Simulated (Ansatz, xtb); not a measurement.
# C4H5BrO2Si: where a starting geometry ends

The starting geometry of this gas-phase singlet was built from a drawn formula by distance geometry and a force field; its bonds are those of `O=CC1=C(CBr)O[SiH2]1`.

```xyz
13

C    -1.0059    0.2360   -0.2147
C     0.0614    1.1154   -0.4331
C     0.8340    1.3579   -1.5883
C     0.7374    0.6438   -2.9720
Br   -0.8049    1.3076   -3.9426
O    -1.6092    0.0596    0.8453
O     1.6833    2.2528   -1.1765
Si    1.0698    2.3690    0.3759
H    -1.3048   -0.3894   -1.0539
H     1.6356    0.8310   -3.6262
H     0.6235   -0.4640   -2.9542
H     0.4354    3.7034    0.5989
H     2.0177    1.9380    1.3818
```

Problem. Predict what becomes of its bonds when it is optimised with r2SCAN-D4/def2-SVP.

Solution. It keeps its bonds, and is `O=CC1=C(CBr)O[SiH2]1`.

The energy falls by 0.80 eV over 17 steps:

```
step  E − E(last) (eV)
   1             0.796
   3             0.055
   5             0.037
   6             0.033
   8             0.021
  10             0.008
  12             0.002
  13             0.002
  15             0.000
  17             0.000
```

Final geometry (Å):

```xyz
13

C    -0.9687    0.0200   -0.1025
C     0.0425    1.0047   -0.4124
C     0.7173    1.2833   -1.5826
C     0.6702    0.6668   -2.9291
Br   -0.1648    1.9005   -4.2090
O    -1.4975   -0.1044    0.9868
O     1.5697    2.3227   -1.3902
Si    1.0120    2.4132    0.2908
H    -1.2558   -0.6535   -0.9589
H     1.6866    0.4819   -3.3030
H     0.0773   -0.2548   -2.9345
H     0.3490    3.7139    0.5559
H     2.1352    2.1667    1.2291
```

From the same start GFN2-xTB reaches the same bonding as this run.

No frequencies were run, so the end isn't proven a minimum. Run with Ansatz 0.2.0, 100 s on 2 threads of Intel(R) Xeon(R) Processor @ 2.70GHz, with other jobs on the host.
